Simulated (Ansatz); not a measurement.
Breaking the Ga1–H2 bond in GaH (multiplicity 1 held). Energies count from the point at 1.689 Å.


R- and RO- levels are restricted; in cc, def2 and unpolarised 6-31G sets they are followed outwards from rest. Unrestricted levels (U-) break spin symmetry where that is lower. Curves can end on different states.

The values were computed with Ansatz (a quantum-chemistry and plane-wave program) with Gaussian orbitals. 

Task: One of these levels gives 85.47 kcal/mol for the energy at R = 6.756 Å. Which one is it?
(A) U-r2SCAN/cc-pVTZ
(B) R-PBE/cc-pVTZ
(C) R-HF/cc-pVTZ

Result: B, R-PBE/cc-pVTZ. The others give 130.03 (R-HF/cc-pVTZ), 66.90 (U-r2SCAN/cc-pVTZ)

Doubts at one or more of the structures used: a restricted determinant that unrestricted orbitals would lower (R-HF/cc-pVTZ, R-PBE/cc-pVTZ); a spin-contaminated determinant (U-r2SCAN/cc-pVTZ).
